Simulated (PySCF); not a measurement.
NMR data sheet: C4H12O2Si

* Formula: C4H12O2Si
* SMILES: CC(C)O[Si@H](C)O
* Point group of the computed structure: C1
* Degrees of unsaturation: 0
* Carbon signals: 4
* Proton signals: 6

Numbering as in the mapped SMILES `[CH3:1][CH:2]([CH3:3])[O:4][Si@H:5]([CH3:6])[OH:7]`. Hydrogens are named by the atom that carries them.

How the numbers were obtained: geometry from GFN2-xTB, shielding tensors at PBE0/pcSseg-1 (GIAO), in PySCF 2.14 (fast rotation and ring inversion assumed for equivalent nuclei, no solvent, non-relativistic Hamiltonian, one computed conformer).

Referencing at the same level of theory: 1H (σ = 31.72 ppm), 13C (σ = 186.93 ppm), 29Si (σ = 349.16 ppm) vs TMS; H2O for 17O (σ = 336.08 ppm).

| carbon | δC, type | δH (multiplicity) | HMBC from (2–3 bonds) | span of the C tensor (ppm) |
| --- | --- | --- | --- | --- |
| C1 | 27.6, CH3 | 1.20 (d) | H(C2), H(C3) | 46 |
| C2 | 66.0, CH | 3.97 (m) | H(Si5), H(C1), H(C3) | 67 |
| C3 | 27.8, CH3 | 1.18 (d) | H(C2), H(C1) | 45 |
| C6 | 1.2, CH3 | 0.11 (d) | H(Si5) | 16 |

Other nuclei:
```json
{"atoms": "H(Si5)", "nucleus": "1H", "environment": "hydrogen on a silicon bonded to C, 2 O", "δ (ppm)": "5.16", "σ (ppm)": "26.56"}
{"atoms": "H(O7)", "nucleus": "1H", "environment": "hydrogen on an oxygen bonded to Si", "δ (ppm)": "1.71", "σ (ppm)": "30.01"}
{"atoms": "Si5", "nucleus": "29Si", "environment": "silicon bonded to C, 2 O, H", "δ (ppm)": "-20.3", "σ (ppm)": "369.5"}
{"atoms": "O4", "nucleus": "17O", "environment": "oxygen bonded to C, Si", "δ (ppm)": "81.8", "σ (ppm)": "254.3"}
{"atoms": "O7", "nucleus": "17O", "environment": "oxygen bonded to Si, H", "δ (ppm)": "43.4", "σ (ppm)": "292.7"}
```

- Carbon types of the structure: 1 × CH, 3 × CH3, leaving 2 H on heteroatoms.
- δC 66.0: sp3 CH bonded to O; the inductive effect lowers its shielding.
- δC 27.8, 27.6: methyl carbon; aliphatic region, no heteroatom directly attached.
- δC 1.2: methyl carbon bonded to Si; an electropositive neighbour leaves it electron-rich and shielded.
- δH 1.71: hydrogen on an oxygen bonded to Si; exchangeable; this is the value without hydrogen bonding to other molecules.
- δH 0.11: hydrogen on a methyl carbon bonded to Si; an electropositive neighbour shields it, as in TMS itself.

OH/NH shifts are gas-phase values; hydrogen bonding in solution moves them, usually downfield. Shifts are as computed. Against solution values, carbons near 30 ppm lie about +3 ppm off and those near 130 ppm about +5 ppm. Of 1211 compounds with measured shifts, 218 miss one by over three times the rms of a fit or turn the order of signals round; such compounds aren't used in these exercises. Experimental scales use liquid or dissolved standards, which lie at an offset from isolated H2O (liquid H2O: subtract about 36 ppm). Multiplicities follow the n + 1 count of equivalent neighbours, as no J values were calculated; m marks all less simple cases, F and P coupling included.
